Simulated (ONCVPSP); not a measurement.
Reading a pseudo-wave (nickel)

Columns: radius, all-electron u(r) and pseudo u(r) of the 3p shell (level -110.53 eV) of nickel in the configuration [Ne] 3s2 3p6 3d7; PBEsol, scalar-relativistic, ONCV scheme, ONCVPSP 4.0.1.

```csv
r (bohr),all-electron,pseudo
0.053,-0.3350,0.0234
0.105,-0.6183,0.0895
0.158,-0.6071,0.1950
0.210,-0.3828,0.3272
0.262,-0.0615,0.4771
0.315,0.2801,0.6364
0.368,0.5855,0.7902
0.420,0.8283,0.9260
0.473,1.0116,1.0410
0.525,1.1317,1.1258
0.578,1.2021,1.1819
0.630,1.2287,1.2070
0.683,1.2225,1.2053
0.735,1.1922,1.1807
0.788,1.1438,1.1374
0.840,1.0848,1.0817
0.893,1.0175,1.0163
0.945,0.9478,0.9474
0.998,0.8757,0.8755
1.050,0.8057,0.8056
1.102,0.7379,0.7377
1.155,0.6718,0.6717
1.208,0.6094,0.6093
1.260,0.5521,0.5520
1.313,0.4979,0.4978
1.365,0.4488,0.4487
```

Problem. How many radial nodes do the two functions have?

Solution. The all-electron 3p function has n − l − 1 = 1; the pseudo-wave has 0, since the states of the same l below it are removed with the core.

Problem. At about which radius was the pseudo-wave matched?

Solution. 1.05 bohr. The columns agree to 0.0005 from 0.94 bohr on; several derivatives are matched, so the curves merge somewhat inside the radius.

Problem. Where does each function peak?

Solution. Outermost all-electron maximum near 0.63 bohr, pseudo maximum near 0.63 bohr (to the table’s step).

Problem. Is the pseudo-wave norm-conserving?

Solution. Yes: the ONCV scheme keeps the norm inside the radius equal to the all-electron one, which fixes the energy derivative of the logarithmic derivative at the level.
